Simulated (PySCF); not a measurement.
Some computed properties have been withheld. Give your best values.

Compound: C4H11B2NSi2.
SMILES: `[SiH3]N([SiH3])B1C=CBC=C1`

Conformer (atom-mapped SMILES and torsion angles): `[SiH3:1][N:2]([SiH3:3])[B:4]1[CH:5]=[CH:6][BH:7][CH:8]=[CH:9]1`: Si1–N2–B4–C5 3°.

| property | level | value |
| --- | --- | --- |
| rotational constants A, B, C | PBE0-D3(BJ)/def2-SVP | 1.846, 0.818, 0.575 GHz |
| dipole moment | PBE0/def2-SVPD | 1.36 D |
| HOMO energy | PBE0/def2-SVPD | ? |
| LUMO energy | PBE0/def2-SVPD | -3.08 eV |
| lowest singlet excitation | TDDFT PBE0/def2-SVPD | ? |
| strongest line among the 10 lowest singlet transitions | TDDFT PBE0/def2-SVPD | S4 at 4.31 eV (287 nm, f = 0.182) |
| lowest triplet excitation (Tamm–Dancoff) | TDA PBE0/def2-SVPD | 2.37 eV |
| static isotropic polarisability | PBE0/def2-SVPD | 136.6 au |
| vertical ionisation energy | ΔSCF PBE0/def2-SVPD | ? |
| vertical electron affinity | ΔSCF PBE0/def2-SVPD | 1.53 eV |
| electronic spatial extent ⟨r²⟩ about the centre of nuclear charge | PBE0/def2-SVPD | 1947 bohr² |
| 13C chemical shifts (computed TMS as zero) by class | GIAO PBE0/pcSseg-1 | 162.7 (2 C), 161.1 (2 C) ppm |
| 1H chemical shifts (computed TMS as zero) by class | GIAO PBE0/pcSseg-1 | 7.58 (2 H), 7.45 (2 H), 6.25 (1 H), 4.96 (6 H) ppm |
| isotropic shieldings of nuclei other than C and H, by class | GIAO PBE0/pcSseg-1 | 41 (1 B), 64 (1 B), 174 (1 N), 393 (2 Si) ppm |

The electronic properties come from PySCF, for the isolated species, density fitting. Geometry: PBE0-D3(BJ)/def2-SVP; no solvent or vibrations. NMR classes are plain means over equivalent atoms (diastereotopic ones count apart unless rotation or inversion swaps them), as if these changed places fast; in this geometry the members of some classes differ.

Task: What is the lowest singlet excitation?

Result: 3.34 eV (371 nm, f = 0.000).

Task: Give the vertical ionisation energy.

Result: 9.34 eV.

Task: The HOMO energy?

Result: -7.61 eV.

With B = h/(8π²I), that is 505.379 GHz u Å² over I, the principal moments of inertia are 273.7, 618.2 and 879.4 u Å² (most abundant isotopes); the inertial defect Ic − Ia − Ib is -12.5 u Å² (zero for a rigid planar frame, negative otherwise). −ε(LUMO) is 3.08 eV against a ΔSCF electron affinity of 1.53 eV. From the two ΔSCF values, the fundamental gap I − A is 7.81 eV and the Mulliken electronegativity (I + A)/2 is 5.44 eV.
